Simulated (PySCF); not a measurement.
Radial density of P²⁺ (phosphorus, charge +2)

UHF, [Ne] 3s2 3p1, 2P determinant. Computed with PySCF 2.14 in aug-cc-pVTZ-DK (6s5p3d2f, 50 functions), with scalar relativity by spin-free X2C-1e.

```
r (bohr)  4πr²ρ (e/bohr)  4πr²(ρα − ρβ)
 0.00136         0.06006         0.0000
 0.00229          0.1573         0.0000
 0.00386          0.4080         0.0000
 0.00649           1.033         0.0000
  0.0109           2.493         0.0001
  0.0184           5.532         0.0002
  0.0309           10.63         0.0007
  0.0519           15.99         0.0035
  0.0873           16.37         0.0162
   0.147           11.46         0.0568
   0.247           12.79         0.1163
   0.416           15.69         0.0794
   0.699           6.740         0.0048
    1.18           2.028         0.3754
    1.98           1.588         0.5398
    3.33          0.2002         0.0965
    5.60        0.002005         0.0015
    9.41       1.020e-05         0.0000
```

Densities and radii are taken from the X2C orbitals without a picture-change correction, which distorts them close to the nucleus.
